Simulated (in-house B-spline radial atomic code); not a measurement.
# Excitations of K VIII (K7+) by several methods

Full response, energies in eV; labels give the largest channel, * marks a mixed state, a dash one above the method's threshold, and an imaginary frequency an unstable closed-shell reference. Computed with a B-spline radial code for spherical atoms: linear response of the closed shell [Ne] 3s2 with each method's own kernel (bare exchange for TDHF, static screening on G0W0 levels for BSE, the adiabatic kernel for functionals); non-relativistic, point nucleus, no spin-orbit coupling, no double excitations, S, P, D and F terms only.

```tsv
method	3s → 3p 3P	3s → 3p 1P	3s → 3d 3D	α (bohr³)
TDHF	?	?	?	?
BSE on G0W0@HF	?	?	?	?
LDA VWN5	15.530	23.572	42.96	1.478
PBE	14.928	23.425	42.09	1.513
PBE0	14.632	23.279	42.56	1.543
B3LYP (VWN-RPA)	14.597	23.486	42.36	1.509
CAM-B3LYP	14.628	23.520	42.56	1.505
LC-wPBE	14.779	23.351	42.37	1.523
wB97X	15.284	23.508	43.10	1.51
HSE06	14.846	23.425	42.62	1.524
BHandHLYP	14.089	23.347	42.78	1.541
BLYP	14.632	23.604	41.78	1.486
PBEsol	14.851	23.367	42.17	1.516
BP86	14.956	23.438	42.10	1.511
LDA exchange-only	14.585	23.665	42.18	1.472
B97-1	14.799	23.208	42.80	1.55
RPBE	14.527	23.196	41.72	1.547
OLYP	13.092	22.758	40.86	1.603
```

Task: What does BSE on G0W0@HF give?

Result: 3s → 3p 3P: 14.854; 3s → 3p 1P: 23.771; 3s → 3d 3D: 46.25; α: 1.466 (eV, bohr³).

Task: What does TDHF give?

Result: 3s → 3p 3P: 13.131; 3s → 3p 1P: 23.055; 3s → 3d 3D: 43.50; α: 1.607 (eV, bohr³).
